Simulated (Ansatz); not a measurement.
GeH$_{6}$SSi, SMILES `[SiH3][GeH2][SH]`, charge 0, multiplicity 1.

Q: Give a relaxed structure at PBE0-D4/def2-TZVP (Ansatz). (An estimate is asked.)

A: Ansatz gave: 
Cartesian coordinates in Å:
```
Si 1.3622 0.6212 0.5493
Ge -0.8600 -0.0549 0.0349
S -0.6859 -1.5228 -1.6377
H 2.1647 -0.5624 0.9500
H 1.3286 1.5967 1.6705
H 1.9786 1.2602 -0.6412
H -1.7323 1.1315 -0.4180
H -1.5487 -0.7306 1.2361
H -2.0072 -1.7389 -1.7440
```
Point group Cs.
This is one stationary point; other conformers may exist.
